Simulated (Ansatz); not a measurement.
**Molecular dynamics of CH$_{5}$BClNSSi**

input.yaml

```yaml
crystal:
  periodic: [false, false, false]
  atoms:
    - { symbol: "N", position_ang: [-0.922885, -0.815118, -1.667846] }
    - { symbol: C, position_ang: [-0.133192, -0.321286, -0.625103] }
    - { symbol: S, position_ang: [1.015514, -1.528522, 0.23418] }
    - { symbol: Si, position_ang: [0.909869, 0.078865, 1.755459] }
    - { symbol: B, position_ang: [-0.378217, 0.81613, 0.379819] }
    - { symbol: Cl, position_ang: [-1.523647, 2.155619, 0.15772] }
    - { symbol: H, position_ang: [-0.399014, -1.145329, -2.486117] }
    - { symbol: H, position_ang: [-1.662369, -0.16137, -1.948723] }
    - { symbol: H, position_ang: [0.638442, 0.574561, -0.898274] }
    - { symbol: H, position_ang: [0.28315, -0.427019, 3.032778] }
    - { symbol: H, position_ang: [2.23785, 0.716469, 2.086606] }
basis:
  gaussian: { orbitals: cc-pVDZ }
hamiltonian:
  xc: pbe
  dispersion: d4
md:
  timestep: 0.5
  n_steps: 200
  ensemble: nve
  temperature: 300.0
  initial_velocities: maxwell_boltzmann
  seed: 5376
```

Run as:

```bash
$ ansatz run input.yaml --threads 2 --pin off --max-ram 3072MiB --backend cpu --events-out ev --progress --plain --runs-dir out
```

It starts at the highest image of a converged band. Of that band: The profile has 2 maxima (images 1, 4) with wells between them (image 3): this band takes more than one step, which may be the mechanism or a detour left from its start path. A vibrational analysis at the climbing image gives one clearly imaginary mode, 435i cm⁻¹: a first-order saddle point.

Output, in part (step lines, the closing report, with atoms numbered from 0):

```
md step     0: t =     0.00 fs  T =   300.0 K  F+E_penalty+E_count = -34503.40610550 eV  E_kin = 0.349002 eV  conserved = -34503.05710351 eV  (30 SCF iters)
[... lines left out ...]
Total energy: -34503.82588917 eV, -1267.9922138936 hartree
Atom 0 at    -0.947984    -0.603327    -1.468554 Å, force    -0.353899    -1.729464    -0.319326 eV/Å
Atom 1 at     0.016853    -0.298158    -0.630377 Å, force    -0.216208     0.177719     0.732702 eV/Å
Atom 2 at     0.902288    -1.505415     0.240894 Å, force     0.287013    -1.039330    -0.835930 eV/Å
Atom 3 at     0.813075     0.132682     1.694088 Å, force    -0.641986    -0.061172     0.903042 eV/Å
Atom 4 at     0.244952     1.152838    -0.002499 Å, force    -0.662113     0.046517    -0.357305 eV/Å
Atom 5 at    -1.542156     1.892572     0.208060 Å, force     0.866703     0.246310    -0.232331 eV/Å
Atom 6 at    -1.325393    -1.579385    -1.445685 Å, force     0.301613     0.821723    -0.561711 eV/Å
Atom 7 at    -1.442876     0.127968    -1.981868 Å, force    -0.244762     0.139471     0.248401 eV/Å
Atom 8 at     1.063557     1.672777    -0.766200 Å, force    -0.040087     0.519241     0.589608 eV/Å
Atom 9 at    -0.382268    -0.452765     2.507319 Å, force     0.479350     0.616641    -0.183842 eV/Å
Atom 10 at     2.011920    -0.024176     2.592258 Å, force     0.224376     0.262343     0.016693 eV/Å
Dipole moment:    -0.100786    -0.661904    -0.475394 e Å
```

The steps, from the saved trajectory:

| time (fs) | T (K) | potential energy less start (eV) | conserved less start (meV/atom) |
| --- | --- | --- | --- |
| 0.0 | 300 | 0.000 | 0.00 |
| 3.0 | 232 | 0.080 | 0.06 |
| 6.0 | 181 | 0.138 | 0.04 |
| 9.0 | 147 | 0.178 | 0.03 |
| 12.0 | 129 | 0.200 | 0.07 |
| 15.0 | 191 | 0.127 | 0.02 |
| 18.0 | 212 | 0.102 | 0.05 |
| 21.0 | 262 | 0.044 | 0.07 |
| 24.0 | 381 | -0.094 | 0.03 |
| 27.0 | 476 | -0.204 | 0.05 |
| 30.0 | 564 | -0.307 | 0.01 |
| 33.0 | 540 | -0.279 | 0.00 |
| 36.0 | 420 | -0.138 | 0.05 |
| 39.0 | 366 | -0.077 | 0.05 |
| 42.0 | 419 | -0.138 | 0.04 |
| 45.0 | 540 | -0.279 | 0.03 |
| 48.0 | 614 | -0.366 | 0.01 |
| 51.0 | 591 | -0.338 | 0.03 |
| 54.0 | 559 | -0.301 | 0.04 |
| 57.0 | 564 | -0.307 | 0.04 |
| 60.0 | 645 | -0.401 | 0.04 |
| 63.0 | 770 | -0.547 | 0.02 |
| 66.0 | 832 | -0.618 | 0.02 |
| 69.0 | 846 | -0.635 | 0.01 |
| 72.0 | 784 | -0.563 | 0.02 |
| 75.0 | 670 | -0.430 | 0.03 |
| 78.0 | 588 | -0.335 | 0.04 |
| 81.0 | 553 | -0.293 | 0.05 |
| 84.0 | 593 | -0.340 | 0.03 |
| 87.0 | 660 | -0.418 | 0.03 |
| 90.0 | 673 | -0.434 | 0.04 |
| 93.0 | 674 | -0.435 | 0.02 |
| 96.0 | 642 | -0.398 | 0.05 |
| 99.0 | 653 | -0.410 | 0.03 |

The run went to its last step. The conserved energy stayed within 0.075 meV per atom of its start (net change 0.04 meV per atom), so the integration is sound. The system heated up, since it started high on the potential surface and ran downhill. A run of 0.1 ps of so small a system gives no equilibrium averages. The orbitals stay closed-shell, which can raise the energy where a bond breaks towards radicals; this wasn't checked here.

The step under study would form B5–H9 and break C2–H9. These pairs go: B5–H9 1.65 → 1.23 Å, C2–H9 1.21 → 2.24 Å. In the last frame they stand as after the step (other bonds may differ from the relaxed reactants and products). It ends as one piece, CH5BClNSSi. Pairs count as bonded within 1.25 times the sum of covalent radii (0.12 Å more for H–H).

Last frame:

```xyz
11
Properties=species:S:1:pos:R:3
N -0.948 -0.603 -1.469
C 0.017 -0.298 -0.630
S 0.902 -1.505 0.241
Si 0.813 0.133 1.694
B 0.245 1.153 -0.003
Cl -1.542 1.893 0.208
H -1.325 -1.579 -1.446
H -1.443 0.128 -1.982
H 1.064 1.673 -0.766
H -0.382 -0.453 2.507
H 2.012 -0.024 2.592
```

Time of the run: 11 min on 2 threads of Arm Neoverse V1, with other jobs on the host, peak memory 0.2 GiB.
